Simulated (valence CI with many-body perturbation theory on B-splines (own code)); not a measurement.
**Forbidden lines of Ir LXII**

Computed by valence CI with perturbative core correlation (CI+MBPT): six valence electrons over a frozen Dirac-Fock core [Ne], a basis of 9 s, 9 p, 8 d, 6 f, 3 g, 1 h functions for each j, with the one-electron correlation potential Σ1 (screened to all orders), the two-electron term Σ2, the three-electron term Σ3, Breit, model QED; selected single and double excitations, second order for the rest, scaled by the run's own slope (own B-spline code, finite nucleus).

The last digits are not significant, and no measured levels were compared; by estimate large intervals hold to a few tenths of a per cent, small ones and those within an open d or f shell to about a per cent. Among the levels kept, up to 950 cm⁻¹ of a level comes from second order outside the variational space, and about a tenth of that is noise between levels of different J, which matters for small intervals.

Lines 1 to 31 of 31 in falling wavelength, among levels below 798.71 eV, chosen from the decays that carry over 1 % of a level's rate. Wavelengths and rates use the calculated energies. Electric multipoles are in the length gauge with retardation, E1 and E2 with the static RPA response of the core. M1 uses the relativistic operator with retardation. Weak lines are less certain than strong ones. Lines between different terms over intervals too small for the method are left out, as are lines whose strength nearly cancels. The highest levels of a list are the least certain.

Levels are named by their leading jj configuration (3d3/2^4 stands for four electrons in 3d with j = 3/2), which in mixed levels can hold well under half, so a name can repeat and another be missing. Letters in brackets count levels of one name in rising energy.

| λ vac (nm) | Upper | Lower | Type | A (s⁻¹) | Branch % |
| --- | --- | --- | --- | --- | --- |
| 5573 | (3s^2 3p1/2^2 3p3/2 3d3/2) J=0 | (3s^2 3p1/2^2 3p3/2 3d3/2) J=1 | M1 | 1.99e-01 | 3.9 |
| 132.8 | (3s^2 3p1/2^2 3p3/2 3d3/2) J=0 | (3s^2 3p1/2^2 3p3/2 3d3/2) J=2 | E2 | 1.91e-01 | 3.7 |
| 59.49 | (3s^2 3p1/2^2 3p3/2^2) J=0 | (3s^2 3p1/2^2 3p3/2^2) J=2 | E2 | 1.54e+01 | 100.0 |
| 13.57 | (3s^2 3p1/2^2 3p3/2 3d5/2) J=4 | (3s^2 3p1/2^2 3p3/2 3d3/2) J=3 | M1 | 4.61e+06 | 99.4 |
| 12.86 | (3s^2 3p1/2 3p3/2^2 3d5/2) J=5 | (3s^2 3p1/2 3p3/2^2 3d3/2) J=4 | M1 | 5.02e+06 | 2.5 |
| 12.21 | (3s^2 3p1/2 3p3/2^2 3d5/2) J=4 [b] | (3s^2 3p1/2 3p3/2^2 3d3/2) J=3 [a] | M1 | 2.95e+06 | 1.3 |
| 4.834 | (3s^2 3p1/2^2 3p3/2 3d3/2) J=0 | (3s^2 3p1/2^2 3p3/2^2) J=2 | M2 | 4.76e+00 | 92.4 |
| 3.266 | (3s^2 3p1/2 3p3/2^2 3d5/2) J=4 [a] | (3s^2 3p1/2^2 3p3/2 3d5/2) J=3 | M1 | 1.89e+08 | 29.1 |
| 3.156 | (3s^2 3p1/2 3p3/2^2 3d5/2) J=4 [b] | (3s^2 3p1/2^2 3p3/2 3d5/2) J=3 | M1 | 5.10e+07 | 21.9 |
| 3.131 | (3s^2 3p1/2 3p3/2^2 3d5/2) J=5 | (3s^2 3p1/2^2 3p3/2 3d5/2) J=3 | E2 | 3.84e+06 | 1.9 |
| 3.107 | (3s^2 3p1/2 3p3/2^2 3d5/2) J=3 [a] | (3s^2 3p1/2^2 3p3/2 3d5/2) J=2 | M1 | 3.16e+08 | 2.6 |
| 3.097 | (3s^2 3p1/2 3p3/2^3) J=1 | (3s^2 3p1/2^2 3p3/2^2) J=0 | M1 | 2.08e+08 | 24.4 |
| 3.074 | (3s^2 3p1/2 3p3/2^2 3d3/2) J=0 | (3s^2 3p1/2^2 3p3/2 3d3/2) J=1 | M1 | 6.37e+08 | 3.8 |
| 3.073 | (3s^2 3p1/2 3p3/2^2 3d5/2) J=2 | (3s^2 3p1/2^2 3p3/2 3d5/2) J=1 | M1 | 3.65e+08 | 1.3 |
| 3.050 | (3s^2 3p1/2 3p3/2^2 3d5/2) J=3 [a] | (3s^2 3p1/2^2 3p3/2 3d5/2) J=4 | M1 | 1.54e+08 | 1.3 |
| 3.048 | (3s^2 3p1/2 3p3/2^2 3d5/2) J=4 [a] | (3s^2 3p1/2^2 3p3/2 3d5/2) J=4 | M1 | 4.49e+08 | 69.2 |
| 3.018 | (3s^2 3p1/2 3p3/2^2 3d3/2) J=2 [a] | (3s^2 3p1/2^2 3p3/2 3d3/2) J=2 | M1 | 3.49e+08 | 3.5 |
| 3.006 | (3s^2 3p1/2 3p3/2^2 3d5/2) J=4 [b] | (3s^2 3p1/2^2 3p3/2 3d5/2) J=2 | E2 | 6.38e+06 | 2.7 |
| 2.966 | (3s^2 3p1/2 3p3/2^2 3d3/2) J=4 | (3s^2 3p1/2^2 3p3/2 3d3/2) J=3 | M1 | 1.08e+08 | 85.5 |
| 2.966 | (3s^2 3p1/2 3p3/2^2 3d3/2) J=4 | (3s^2 3p1/2^2 3p3/2 3d3/2) J=3 | E2 | 1.06e+07 | 8.4 |
| 2.953 | (3s^2 3p1/2 3p3/2^2 3d5/2) J=4 [b] | (3s^2 3p1/2^2 3p3/2 3d5/2) J=4 | M1 | 7.02e+07 | 30.2 |
| 2.953 | (3s^2 3p1/2 3p3/2^2 3d5/2) J=4 [b] | (3s^2 3p1/2^2 3p3/2 3d5/2) J=4 | E2 | 6.82e+06 | 2.9 |
| 2.944 | (3s^2 3p1/2 3p3/2^3) J=1 | (3s^2 3p1/2^2 3p3/2^2) J=2 | M1 | 5.83e+08 | 68.4 |
| 2.944 | (3s^2 3p1/2 3p3/2^3) J=1 | (3s^2 3p1/2^2 3p3/2^2) J=2 | E2 | 1.15e+07 | 1.4 |
| 2.930 | (3s^2 3p1/2 3p3/2^2 3d5/2) J=5 | (3s^2 3p1/2^2 3p3/2 3d5/2) J=4 | M1 | 1.13e+08 | 55.9 |
| 2.930 | (3s^2 3p1/2 3p3/2^2 3d5/2) J=5 | (3s^2 3p1/2^2 3p3/2 3d5/2) J=4 | E2 | 9.94e+06 | 4.9 |
| 2.900 | (3s^2 3p1/2 3p3/2^2 3d3/2) J=4 | (3s^2 3p1/2^2 3p3/2 3d3/2) J=2 | E2 | 4.93e+06 | 3.9 |
| 2.876 | (3s^2 3p1/2 3p3/2^3) J=2 | (3s^2 3p1/2^2 3p3/2^2) J=2 | M1 | 3.56e+08 | 58.3 |
| 2.876 | (3s^2 3p1/2 3p3/2^3) J=2 | (3s^2 3p1/2^2 3p3/2^2) J=2 | E2 | 1.72e+07 | 2.8 |
| 2.803 | (3s^2 3p1/2 3p3/2^2 3d5/2) J=3 [b] | (3s^2 3p1/2^2 3p3/2 3d5/2) J=2 | M1 | 2.46e+07 | 1.1 |
| 2.756 | (3s^2 3p1/2 3p3/2^2 3d5/2) J=3 [b] | (3s^2 3p1/2^2 3p3/2 3d5/2) J=4 | M1 | 3.16e+08 | 13.7 |
